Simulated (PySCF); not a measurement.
# Interval between two levels of Ti by level of theory

Ti [Ar] 3d2 4s2 [3F4, M_J = 4] → Ti [Ar] 3d4 [5D4, M_J = 4], as a difference of total energies. Calculation: PySCF 2.14, in x2c-SVPall-2c with one added diffuse shell each of s, d type (6s5p4d1f, 48 functions); the two-component X2C-1e Hamiltonian. Correlated levels: [Ne] frozen; the 6 highest virtual spinors dropped. "Screened" scales the spin-orbit matrix elements by Boettger's factors to mimic the two-electron term; Breit and QED terms are absent.

| method | interval between two levels (cm⁻¹) |
| --- | --- |
| GHF (spin-free) | 378880 |
| GMP2 (spin-free) | 386500 |
| GHF (screened spin-orbit) | 378710 |
| GMP2 (screened spin-orbit) | 386340 |

The labels give the starting determinants; with spin-orbit coupling the two ends relaxed to ⟨J²⟩ = 20.02, ⟨L²⟩ = 12.01, ⟨S²⟩ = 2.01 and ⟨J²⟩ = 20.00, ⟨L²⟩ = 6.00, ⟨S²⟩ = 6.00.
